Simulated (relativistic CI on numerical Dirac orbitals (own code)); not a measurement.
Hyperfine structure of Sr24+, mass number 87

Computed by Dirac-Coulomb-Breit CI, orbitals from a KLI potential per configuration, model QED (radiative potential, 1s self-energy scaled to tabulated hydrogen-like ionisation energies), unscaled Slater integrals (own radial code, finite nucleus).

Configurations in the expansion (outside the closed core [Ne]): 3s2 3p2, 3s 3p3, 3s2 3p 3d, 3p4, 3s 3p2 3d, 3p3 3d, 3s 3p 3d2, 3s2 3d 4p, 3p3 4s, 3s2 3p 4s, 3s 3p 3d 4s, 3p3 4p, 3s2 3d2, 3s 3d3, 3p2 3d2, 3p 3d3, 3p 3d2 4s, 3s2 3d 4s, 3s 3d2 4s, 3s 3p 3d 4p, 3s 3d2 4p, 3p 3d2 4p, 3s 3d 4s 4p. Double excitations out of closed p, d and f shells are left out; levels of such configurations are missing from the list, as are those of other unlisted configurations, and high levels can miss mixing partners.

Nuclear spin I = 9/2, μ = -1.09316 μN, Q = 0.305 b (tables of Stone and Pyykkö). The electronic factors are computed for point nuclear moments, without core polarisation or the Bohr-Weisskopf and QED corrections.

```
       Level  E (cm⁻¹)  A (MHz)  B (MHz)
3s2 3p2 3P_1     92113    558.3     5690
3s2 3p2 3P_2    122676    -9892     3180
3s2 3p2 1D_2    239720    -5758     8200
3s 3p3 5S°_2    532913   -23660     2020
3s 3p3 3D°_1    648818    11290     8850
3s 3p3 3D°_2    664837   -16110    12300
3s 3p3 3D°_3    699967   -20790    -1430
3s 3p3 3P°_1    780775   -23750    -9420
```

Levels with J = 0, under 50 % of one LS term, or S terms without an open s electron are left out. Small factors come from cancelling terms and can be off by tens of per cent or more.

At this charge energies of transitions that change n are usually good to better than 1 %, and those within a shell (Δn = 0) to a few per cent.

Give the hyperfine levels of 3s2 3p2 3P_2 relative to its centre of gravity.

With K = F(F + 1) − I(I + 1) − J(J + 1), E = AK/2 + B[¾K(K + 1) − I(I + 1)J(J + 1)]/[2I(2I − 1)J(2J − 1)]: F = 5/2: 110300, F = 7/2: 74250, F = 9/2: 28750, F = 11/2: -25660, F = 13/2: -88230 MHz.

LS names give the leading component of a level, which can be under half, so a name can repeat, a term be missing and a line seem to break the LS rules.
